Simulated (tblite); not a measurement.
Compound: C₈H₁₁ (doublet state).
Z-matrix (Å and degrees, GFN2-xTB geometry), rows numbered from 1:
```
C 
C   1  1.4812
C   2  1.4996  1  102.64
C   3  1.3232  2  111.89  1     0.20
C   1  1.4851  2  111.21  3    -0.89
C   5  1.5261  1  113.08  2  -119.44
C   6  1.4977  5  120.02  1   -86.68
C   6  1.4986  5  119.95  1  -157.23
H   1  1.0720  2  124.51  3  -174.89
H   2  1.0996  1  113.06  3   120.41
H   2  1.0995  1  112.57  3  -119.97
H   3  1.0767  2  121.64  1  -179.73
H   4  1.0762  3  126.59  2   179.65
H   5  1.1021  1  112.00  2   119.67
H   6  1.0835  5  112.89  1    58.00
H   7  1.0794  6  118.54  8  -108.28
H   7  1.0797  6  118.08  8   107.93
H   8  1.0795  6  118.70  7   108.31
H   8  1.0797  6  118.02  7  -107.81
```

All values are computed: GFN2-xTB (tblite) harmonic vibrations without scaling, gas phase. The method is semi-empirical: single wavenumbers can be off by several per cent or more. One conformer, not necessarily the lowest. Open shells enter through the occupations alone, without spin polarisation, and single modes of such species can be off by tens of per cent.

Harmonic wavenumbers (cm⁻¹): 59.7, 97.8, 163.9, 285.8, 310.3, 330.2, 429.3, 460.4, 704.5, 740.9, 770.1, 799.0, 856.2, 863.8, 878.6, 910.9, 971.4, 986.2, 1001.0, 1017.3, 1037.0, 1062.2, 1068.0, 1072.8, 1076.3, 1097.3, 1107.6, 1126.0, 1155.6, 1219.4, 1224.2, 1251.2, 1256.8, 1273.7, 1320.4, 1375.0, 1435.9, 1442.1, 1489.6, 1685.5, 2811.2, 2822.2, 2878.8, 3041.5, 3086.3, 3086.5, 3088.3, 3106.1, 3106.9, 3124.7, 3154.7.

A = 5262, B = 1364, C = 1165 MHz; mass 107.086 u (most abundant isotopes); point group C1, symmetry number 1; spin multiplicity 2.

Task: Zero-point energy?

Result: ½Σν̃ = 35361 cm⁻¹ = 423.00 kJ/mol.

Task: Give the ideal-gas entropy at 350 K and 1 bar in the rigid-rotor, harmonic-oscillator model (classical rotation).

Result: Translation 170.48, rotation 119.33, vibration 97.93, spin (R ln 2) 5.76: S = 393.5 J/(mol K).

Task: And Cp and H(350 K) − H(0)?

Result: Cp = 158.98 J/(mol K), of which vibrations give 125.72 (their classical limit is 51 R = 424.0); H(350 K) − H(0) = 30.77 kJ/mol without the zero-point energy, 19.13 from vibrations.

Task: What must be added to the electronic energy to get the Gibbs energy at 350 K and 1 bar?

Result: ZPE + [H(350 K) − H(0)] − T·S = 423.00 + 30.77 − 137.73 = 316.04 kJ/mol.

Task: How do the functions run with temperature in this model?

Result: 
```json
{"T (K)": "50", "S (J/(mol K))": "238.1", "Cp (J/(mol K))": "46.3", "H − H(0) (kJ/mol)": "1.91", "G − H(0) (kJ/mol)": "-9.99", "ln q(vib)": "0.27"}
{"T (K)": "100", "S (J/(mol K))": "274.6", "Cp (J/(mol K))": "60.7", "H − H(0) (kJ/mol)": "4.59", "G − H(0) (kJ/mol)": "-22.87", "ln q(vib)": "0.97"}
{"T (K)": "298.15", "S (J/(mol K))": "370.0", "Cp (J/(mol K))": "134.4", "H − H(0) (kJ/mol)": "23.16", "G − H(0) (kJ/mol)": "-87.16", "ln q(vib)": "4.25"}
{"T (K)": "373.15", "S (J/(mol K))": "404.0", "Cp (J/(mol K))": "169.7", "H − H(0) (kJ/mol)": "34.58", "G − H(0) (kJ/mol)": "-116.19", "ln q(vib)": "5.64"}
{"T (K)": "500", "S (J/(mol K))": "461.3", "Cp (J/(mol K))": "221.9", "H − H(0) (kJ/mol)": "59.54", "G − H(0) (kJ/mol)": "-171.08", "ln q(vib)": "8.18"}
{"T (K)": "750", "S (J/(mol K))": "565.8", "Cp (J/(mol K))": "292.7", "H − H(0) (kJ/mol)": "124.61", "G − H(0) (kJ/mol)": "-299.75", "ln q(vib)": "13.47"}
{"T (K)": "1000", "S (J/(mol K))": "656.6", "Cp (J/(mol K))": "337.4", "H − H(0) (kJ/mol)": "203.75", "G − H(0) (kJ/mol)": "-452.83", "ln q(vib)": "18.71"}
```

q(vib) and H(0) count from the zero-point level.

Hindered rotation and anharmonicity are outside this model. Other conformers, if any are populated, would add a mixing term that is left out. The structure is chiral; the term R ln 2 for an equal mix with its mirror image is left out.

The run took 1.3 s wall on an AMD EPYC with one thread (shared host). This covers the Hessian and the dipole derivatives.
